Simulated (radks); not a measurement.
The numbers below are computed, except where a source is named.
Ionisation of the cerium ion Ce3+, [Xe] 4f1, to [Xe] as the strength of local exchange is varied. Code: a radial shooting solver on a logarithmic mesh with Libxc functionals. Model: Dirac Kohn-Sham, Slater X-alpha exchange (alpha = 2/3 is LDA exchange), no correlation, spin-unpolarised, spherical densities, finite nucleus; open shells fill j = l - 1/2 first; Fermi nuclear charge, rms radius 4.8771 fm.

alpha,E(Ce3+) (hartree),exchange (hartree),IE (eV),-e of the level emptied (eV),<r> of it (bohr)
0.568,-8822.1983,-167.5002,33.417,24.638 (4f5/2),1.100
0.658,-8848.7762,-194.5877,36.151,27.123 (4f5/2),1.064
0.667,-8851.4381,-197.3046,36.430,27.378 (4f5/2),1.061
0.986,-8946.2697,-294.5617,46.815,36.979 (4f5/2),0.9652
0.996,-8949.2576,-297.6406,47.156,37.297 (4f5/2),0.9628
1.048,-8964.8095,-313.6803,48.947,38.971 (4f5/2),0.9503

NIST Atomic Spectra Database: 36.91 eV (semi-empirical). The Delta-SCF value meets it near alpha = 0.68. Spin polarisation and multiplet splitting are left out, so open shells lie too high by an amount that depends on their filling.

Beside tabulated values, note that spin-unpolarised runs miss the spin-polarisation part of the exchange energy of open shells.
